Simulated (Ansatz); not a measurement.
```yaml
crystal:
  periodic: [false, false, false]
  atoms:
    - {symbol: N, position_ang: [-0.503564, 0.716354, 0.853650]}
    - {symbol: Ta, position_ang: [0.363572, -0.447883, -0.448523]}
    - {symbol: O, position_ang: [1.715274, -1.051062, 0.400240]}
    - {symbol: Cl, position_ang: [-1.045066, -2.177414, -1.038876]}
    - {symbol: Cl, position_ang: [1.051779, 0.773682, -2.281064]}
    - {symbol: H, position_ang: [-1.348861, 1.242094, 0.675555]}
    - {symbol: H, position_ang: [-0.171934, 0.876230, 1.793418]}
basis:
  gaussian: {orbitals: def2-SVPD}
hamiltonian: {xc: {name: SPW92}}
```

```sh
$ ansatz run in.yaml --threads 4 --pin off --events-out ev --progress --plain --max-ram 10444MiB
```

Output, abridged:

```
Functional definition: SPW92
1356 factors; their error is unknown
mean field evaluation 1: about -30034.8084 eV, gradient 9.7e1 eV
mean field evaluation 2: about -29773.7327 eV, gradient 3.0e2 eV
mean field evaluation 4: about -30047.8548 eV, gradient 5.2e1 eV
mean field evaluation 8: about -30053.0639 eV, gradient 2.5e0 eV
mean field evaluation 16: about -30053.0173 eV, gradient 3.4e-3 eV
mean field -30053.01727055 eV, -1104.4280140261 hartree, gradient 3.8e-5 eV, S^2 0.000000; 0 other end points of the search recorded, 0 dependent functions left out
reference -30053.01732060 eV, -1104.4280158654 hartree; 32, 32 occupied and 116, 116 virtual orbitals, 1356 factors
Total energy: -30053.01732060 eV, -1104.4280158654 hartree
```

Run time 1.2 s (4 threads of an Arm Neoverse V1 on a shared host); peak host memory 0.43 GiB.
